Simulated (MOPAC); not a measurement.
Input file for MOPAC: PM3 on FHOTe (SMILES O[Te]F), a point of a bond scan (R = 2.118 Å).

```
PM3 1SCF PRECISE CHARGE=0 THREADS=1
FHOTe

Te     0.11954946 1     0.04292439 1     0.30932958 1
F     -1.19497706 1     1.24197413 1    -0.83888374 1
O      0.30870938 1    -1.40576060 1    -0.98121946 1
H      0.99302490 1    -1.18271001 1    -1.62487581 1
```

The log:

```
*******************************************************************************
 **                                                                           **
 **                              MOPAC v23.2.5                                **
 **                                                                           **
 *******************************************************************************
 ** MOPAC's Digital Object Identifier: https://doi.org/10.5281/zenodo.6511958 **
 **                                                                           **
 ** Please cite the open-source release paper for use of this MOPAC version:  **
 ** J. E. Moussa and J. J. P. Stewart (2026)                                  **
 ** MOPAC: An open-source semiempirical molecular orbital program             **
 ** J. Open Source Softw., 11(119), 8025, https://doi.org/10.21105/joss.08025 **
 *******************************************************************************

                              PM3 CALCULATION RESULTS

 *******************************************************************************
 *  PM3        - The PM3 Hamiltonian to be used
 *
 *
 *
 *                 CHARGE ON SYSTEM = 0
 *
 *
 *
 *  PRECISE    - TIGHTER CRITERIA TO BE USED
 *  1SCF       - DO 1 SCF AND THEN STOP
 *  THREADS=1  - MULTI-THREADING NOT USED
 *  T=         - A TIME OF 172800.0 SECONDS REQUESTED
 *  DUMP=N     - RESTART FILE WRITTEN EVERY 7200.0 SECONDS REQUESTED
 *******************************************************************************
PM3 1SCF PRECISE CHARGE=0 THREADS=1
 FHOTe

   ATOM   CHEMICAL          X               Y               Z
  NUMBER   SYMBOL      (ANGSTROMS)     (ANGSTROMS)     (ANGSTROMS)

     1      Te          0.11954946  *   0.04292439  *   0.30932958  *
     2       F         -1.19497706  *   1.24197413  *  -0.83888374  *
     3       O          0.30870938  *  -1.40576060  *  -0.98121946  *
     4       H          0.99302490  *  -1.18271001  *  -1.62487581  *



          CARTESIAN COORDINATES

    NO.       ATOM           X           Y           Z

     1        Te          0.1195      0.0429      0.3093
     2         F         -1.1950      1.2420     -0.8389
     3         O          0.3087     -1.4058     -0.9812
     4         H          0.9930     -1.1827     -1.6249

  H: (PM3): J. J. P. STEWART, J. COMP. CHEM. 10, 209 (1989).
  O: (PM3): J. J. P. STEWART, J. COMP. CHEM. 10, 209 (1989).
  F: (PM3): J. J. P. STEWART, J. COMP. CHEM. 10, 209 (1989).
 Te: (PM3): J. J. P. STEWART, J. COMP. CHEM. 12, 320-341 (1991).

           Empirical Formula: H O Te F  =     4 atoms



      MOLECULAR POINT GROUP   :   C1


      RHF CALCULATION, NO. OF DOUBLY OCCUPIED LEVELS = 10


 -------------------------------------------------------------------------------
 PM3 1SCF PRECISE CHARGE=0 THREADS=1
 FHOTe



     1SCF WAS SPECIFIED, SO BFGS WAS NOT USED
     SCF FIELD WAS ACHIEVED


                              PM3 CALCULATION
                                                       MOPAC v23.2.5 Linux




          FINAL HEAT OF FORMATION =        -79.17336 KCAL/MOL =    -331.26132 KJ/MOL


          COSMO AREA              =         96.43 SQUARE ANGSTROMS
          COSMO VOLUME            =         81.80 CUBIC ANGSTROMS

          IONIZATION POTENTIAL    =          9.714449 EV
          HOMO LUMO ENERGIES (EV) =         -9.714 -2.025
          NO. OF FILLED LEVELS    =         10
          MOLECULAR WEIGHT        =        163.6057         POINT GROUP:  C1

          MOLECULAR DIMENSIONS (Angstroms)

            Atom       Atom       Distance
            H     4    F     2     3.35920
           Te     1    F     2     1.54039
           Te     1    O     3     0.71578


          SCF CALCULATIONS        =          1





   ATOM   CHEMICAL          X               Y               Z
  NUMBER   SYMBOL      (ANGSTROMS)     (ANGSTROMS)     (ANGSTROMS)

     1      Te          0.11954946  *   0.04292439  *   0.30932958  *
     2       F         -1.19497706  *   1.24197413  *  -0.83888374  *
     3       O          0.30870938  *  -1.40576060  *  -0.98121946  *
     4       H          0.99302490  *  -1.18271001  *  -1.62487581  *

                             CARTESIAN COORDINATES

   1   Te        0.119549460     0.042924390     0.309329580
   2    F       -1.194977060     1.241974130    -0.838883740
   3    O        0.308709380    -1.405760600    -0.981219460
   4    H        0.993024900    -1.182710010    -1.624875810


           Empirical Formula: H O Te F  =     4 atoms



      MOLECULAR POINT GROUP   :   C1


                  EIGENVALUES
 -35.82676 -18.73624 -17.15511 -15.21379 -15.09510 -14.86222 -13.49742 -12.64597
 -11.15431  -9.71445  -2.02471  -1.60073   4.34576


              NET ATOMIC CHARGES AND DIPOLE CONTRIBUTIONS

  ATOM NO.   TYPE          CHARGE      No. of ELECS.   s-Pop       p-Pop
    1         Te           0.700114        5.2999     1.97571     3.32417
    2          F          -0.389767        7.3898     1.69984     5.68993
    3          O          -0.507881        6.5079     1.79619     4.71169
    4          H           0.197534        0.8025     0.80247
 DIPOLE           X         Y         Z       TOTAL
 POINT-CHG.     2.828     0.126     3.463     4.473
 HYBRID         0.595     0.126    -0.172     0.632
 SUM            3.423     0.252     3.291     4.755


          ATOMIC ORBITAL ELECTRON POPULATIONS

     Atom    s        px        py        pz
    1 Te   1.97571   1.47918   0.94534   0.89966
    2  F   1.69984   1.89679   1.88548   1.90767
    3  O   1.79619   1.60499   1.58244   1.52425
    4  H   0.80247

 **********************
 *                    *
 * JOB ENDED NORMALLY *
 *                    *
 **********************




 == MOPAC DONE ==
```

The run finished.

Cost: roughly 0.020 core-seconds.
